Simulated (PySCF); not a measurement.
Compound: (ClAlNH)3 ring, Al₃Cl₃H₃N₃.
Geometry (PBE0-D3(BJ)/def2-SVP, Å), atoms numbered from 1 in this order:
```
atom  x, y, z in Å
Al1   -0.0911   -1.2741   -1.2819
Cl2   -0.1739   -2.7452   -2.7755
N3     1.4580   -0.8271   -0.5257
Al4    1.6130    0.4257    0.7295
Cl5    3.4771    0.9291    1.5607
N6     0.1040    1.2264    1.2373
Al7   -1.4991    0.8343    0.5651
Cl8   -3.2450    1.7823    1.2481
N9    -1.5414   -0.4133   -0.7063
H10    2.2953   -1.3131   -0.8382
H11    0.1587    1.9412    1.9591
H12   -2.4400   -0.6491   -1.1213
```

The closed-shell ground state was solved at several levels (PySCF, density fitting, gas phase, non-relativistic).

| level | basis functions | HOMO (eV) | LUMO (eV) | gap (eV) | dipole (D) |
| --- | --- | --- | --- | --- | --- |
| CAM-B3LYP/def2-SVPD | 237 | -9.48 | -0.71 | 8.77 | 0.08 |
| PBE/pcSseg-1 (pcSseg-2 on Al) | 267 | -6.68 | -1.99 | 4.69 | 0.08 |
| PBE0/pcSseg-1 (pcSseg-2 on Al) | 267 | -8.05 | -1.18 | 6.87 | 0.08 |

Task: Estimate the row for B3LYP/pcSseg-1 (pcSseg-2 on Al), a basis of 267 functions; the other rows only guide the guess.

Result: HOMO -7.74 eV, LUMO -1.39 eV, gap 6.35 eV, dipole 0.08 D.

Task: Over all these levels, which gives the widest orbital gap and which the narrowest?

Result: CAM-B3LYP/def2-SVPD (range-separated hybrid) has the widest, 8.77 eV, and PBE/pcSseg-1 (pcSseg-2 on Al) (GGA) the narrowest, 4.69 eV. Functional and basis both differ between the two, so the spread mixes both effects.

Task: In the pcSseg-1 (pcSseg-2 on Al) basis, how does the gap go with the fixed share of exact exchange?

Result: PBE (0 %) 4.69 eV; B3LYP (20 %) 6.35 eV; PBE0 (25 %) 6.87 eV. Each rise in the share widens the gap here.

Task: How far do the dipole and the HOMO energy spread over the levels?

Result: The dipole runs from 0.08 to 0.08 D (mean 0.08 D) and the HOMO from -9.48 to -6.68 eV.

One conformer stands for the species.
